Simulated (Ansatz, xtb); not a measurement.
Relaxing a trial structure of Cl2H4SiSn

The starting geometry of this gas-phase singlet has its atoms placed at random.

```xyz
8

Cl   -0.1528    0.3556   -0.1073
Cl    0.9127   -1.2563   -0.3014
Si   -1.8919    0.4432   -0.7785
Sn   -0.5399    1.0014    1.8972
H     1.6539   -0.2933   -1.4984
H    -0.7891   -0.6419   -0.5866
H     0.6516    1.1081    0.1582
H    -1.4792   -1.0678    0.4230
```

Guess where an optimisation with r2SCAN-D4/def2-SVP ends from this start.

It loosens into H2SiSn + ClH + ClH, which stay close as a complex. Distances that change by over a tenth: Cl1–H7 (1.13 → 1.35 Å), Sn4–H8 (2.71 → 2.13 Å). Contacts that open: Cl1–Cl2 (1.94 → 3.48 Å), Cl1–Si3 (1.87 → 3.80 Å), Cl1–Sn4 (2.14 → 3.98 Å), Cl1–H6 (1.28 → 3.78 Å), Sn4–H7 (2.11 → 2.82 Å). Contacts that close: Cl2–H5 (1.71 → 1.31 Å), Si3–Sn4 (3.05 → 2.40 Å), Si3–H8 (1.97 → 1.60 Å).

The energy falls by 19.29 eV over 34 steps:

```
step  E − E(last) (eV)
   1            19.289
   5             4.372
   8             2.634
  12             1.208
  16             0.207
  19             0.123
  23             0.065
  27             0.007
  30             0.004
  34             0.000
```

Final geometry (Å):

| atom | x (Å) | y (Å) | z (Å) |
| --- | --- | --- | --- |
| Cl | 1.1138 | 1.3090 | -1.3588 |
| Cl | 1.9317 | -1.6006 | 0.3697 |
| Si | -2.1807 | 0.2555 | 0.2235 |
| Sn | -0.5600 | -0.1208 | 1.9539 |
| H | 1.7943 | -0.5742 | -0.4402 |
| H | -2.5402 | 0.3563 | -1.2337 |
| H | 0.0939 | 1.1002 | -0.4977 |
| H | -1.2875 | -1.0761 | 0.1896 |

From the same start GFN2-xTB ends elsewhere, in pieces: ClH3SiSn + ClH.

From so rough a start the end depends on the optimiser's path, so another program may land elsewhere. The end wasn't checked by frequencies. Atoms past krypton carry core potentials, without spin–orbit terms. Run with Ansatz 0.2.0, 5.3 min on 1 thread of AMD EPYC (Zen 3), on a shared host.
